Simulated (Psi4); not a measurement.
Psi4 input (wB97X-D/6-31G*):

```
memory 1500 MB

molecule {
0 3
B     0.11956204    0.20438511    0.05739984
H    -1.03969664   -0.32502172    0.16632257
H    -0.18756538   -0.93286924    0.55573881
H     0.62945182    0.23596541   -1.00906060
symmetry c1
no_reorient
no_com
}

set {
  basis 6-31G*
  reference uks
  scf_type pk
  dft_radial_points 99
  dft_spherical_points 590
  e_convergence 1e-8
  d_convergence 1e-7
  maxiter 150
}

e = energy('wb97x-d')
print_out(f'\nFINAL {e:.10f} DIPOLE {variable("CURRENT DIPOLE")[0]:.6f} {variable("CURRENT DIPOLE")[1]:.6f} {variable("CURRENT DIPOLE")[2]:.6f}\n')
```

Predict the final energy.

-26.44913 Eh.
